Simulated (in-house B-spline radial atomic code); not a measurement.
# S⁷⁺: [He] 2s2 2p5

Computed with a radial B-spline atomic code at the basis-set limit: Dirac-Kohn-Sham BLYP, spherical fractional occupations, Fermi nucleus of rms radius 3.2611 fm.

Screening seen three ways: the hydrogenic charge with the same mean radius, Z_r = [3n² - l(l+1)]/(2<r>), the one with the same energy, Z_e = n√(-2ε), and Slater's rules. Values are occupation-weighted means over j.

| shell | electrons | ε (eV) | <r> (bohr) | Z_r | Z_e | Slater |
| --- | --- | --- | --- | --- | --- | --- |
| 1s | 2 | -2578.3 | 0.09677 | 15.50 | 13.77 | 15.70 |
| 2s | 2 | -359.82 | 0.4627 | 12.97 | 10.29 | 12.20 |
| 2p | 5 | -307.58 | 0.4194 | 11.92 | 9.51 | 12.20 |

The least bound orbital is 2p3/2 at -307.1 eV, while the most diffuse is 2s1/2 (<r> = 0.4627 bohr against 0.4201 bohr): energy order and size order differ.

Spin-orbit splittings of the orbital energies (j = l + 1/2 above j = l - 1/2 when positive): 2p 1.399 eV.

For the 1s electron the small component carries 0.324 % of the norm, the zero-frequency Breit interaction raises the level by 1.709 eV, self-energy by 0.7685 eV, and vacuum polarisation lowers it by 0.05081 eV.
